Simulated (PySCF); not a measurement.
**V(2+) (vanadium, charge +2) across methods**

[Ar] 3d2 4p1, one real determinant (an excited configuration). All numbers are calculated (PySCF 2.14, the spin-free X2C one-electron Hamiltonian (Gaussian nucleus), in aug-cc-pwCVTZ-DK (10s9p7d4f3g, 127 functions)).

| method | E (hartree) | mean ε 3p β (eV) | mean ε 3d α (eV) | mean ε 4p α (eV) | Σ⟨r²⟩ (bohr²) | ⟨S²⟩ |
| --- | --- | --- | --- | --- | --- | --- |
| PBE0 | -947.802 | -69.309 | -31.498 | -16.672 | 24.21 | 3.751 |
| BP86 | -948.122 | -66.551 | -29.173 | -16.149 | 24.06 | 3.750 |
| LDA | -945.762 | -66.503 | -29.041 | -16.081 | 24.04 | 3.750 |
| M06-2X | -948.005 | -72.109 | -33.416 | -17.409 | 24.07 | 3.751 |
| B97-3 | -947.890 | -69.515 | -31.554 | -16.589 | 24.25 | 3.751 |
| UHF | -947.05895 | -76.519 | -38.085 | -18.043 | 24.84 | 3.753 |
| r2SCAN | -947.964 | -67.335 | -29.724 | -16.081 | 24.17 | 3.751 |

(1) Estimate the same row for PBE.

⟨L²⟩ = 13.95 against 20 for a pure G term, so this real determinant mixes terms.

Answers

(1) E (hartree) = -947.765; mean ε 3p β (eV) = -66.423; mean ε 3d α (eV) = -29.090; mean ε 4p α (eV) = -16.065; Σ⟨r²⟩ (bohr²) = 24.12; ⟨S²⟩ = 3.750.
